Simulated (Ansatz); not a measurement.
Cost and result up the ladder for Mn(NH2)2 (MnN2H4) (7 atoms). Total charge 0; sextet. Geometry: r2SCAN-D4/def2-TZVP.

```xyz
7

Mn   -0.001   -0.001   -0.003
N    -0.295   -1.749    0.634
H    -1.182   -2.234    0.653
H     0.406   -2.370    1.015
N     0.294    1.749   -0.634
H     0.532    2.010   -1.581
H     0.245    2.595   -0.083
```

Ansatz on 4 threads of AMD EPYC 7571 on a shared host. Times are rough, and most runs start from the orbitals of an earlier one. PBE0-D4/def2-TZVPD serves as the yardstick here, not as an exact answer. Differences are given only for rows in sets of like size (and for xTB, whose basis is part of the method), since another set adds its own error. Binding counts from free atoms at the same level (Mn sextet, N quartet, H doublet; other spins of the atoms weren't run), without zero-point energy or a counterpoise term.

The 6-31G sets use Cartesian d functions. LC-ωPBE has ω = 0.4 bohr⁻¹. B3LYP takes the VWN-RPA correlation.

| level | functions | wall time |
| --- | --- | --- |
| HF/STO-3G | 32 | 0.3 s |
| HF/6-31G | 55 | 0.65 s |
| HF/def2-TZVP | 131 | 1.8 s |
| B3LYP-D4/6-31G | 55 | 2.2 s |
| PBE0-D4/def2-SVP | 79 | 2.5 s |
| PBE-D4/def2-SVP | 79 | 2.6 s |
| revPBE-D4/def2-TZVP | 131 | 3.1 s |
| PBE-D4/def2-TZVP (with forces) | 131 | 3.4 s |
| LC-ωPBE/def2-TZVP | 131 | 3.8 s |
| PBE-D4/def2-TZVPD | 158 | 3.9 s |
| PBE0-D4/def2-TZVP | 131 | 4.2 s |
| PBE0-D4/def2-TZVPD | 158 | 5 s |
| r2SCAN-D4/def2-TZVP | 131 | 6 s |
| r2SCAN-D4/def2-TZVPD | 158 | 8 s |

(1) Estimate what each level gives for the binding energy per atom (eV).

Answers

(1) 
```
                         level  binding energy per atom (eV)  difference from PBE0-D4/def2-TZVPD (eV)
                     HF/STO-3G                          2.19                                        –
                      HF/6-31G                          1.77                                        –
                  HF/def2-TZVP                          1.91                                    -1.24
                B3LYP-D4/6-31G                          3.07                                        –
              PBE0-D4/def2-SVP                          3.09                                        –
               PBE-D4/def2-SVP                          3.25                                        –
           revPBE-D4/def2-TZVP                          3.19                                     0.04
PBE-D4/def2-TZVP (with forces)                          3.29                                     0.14
             LC-ωPBE/def2-TZVP                          3.19                                     0.04
             PBE-D4/def2-TZVPD                          3.31                                     0.16
             PBE0-D4/def2-TZVP                          3.13                                    -0.02
            PBE0-D4/def2-TZVPD                          3.15                                     0.00
           r2SCAN-D4/def2-TZVP                          3.17                                     0.02
          r2SCAN-D4/def2-TZVPD                          3.18                                     0.03
```
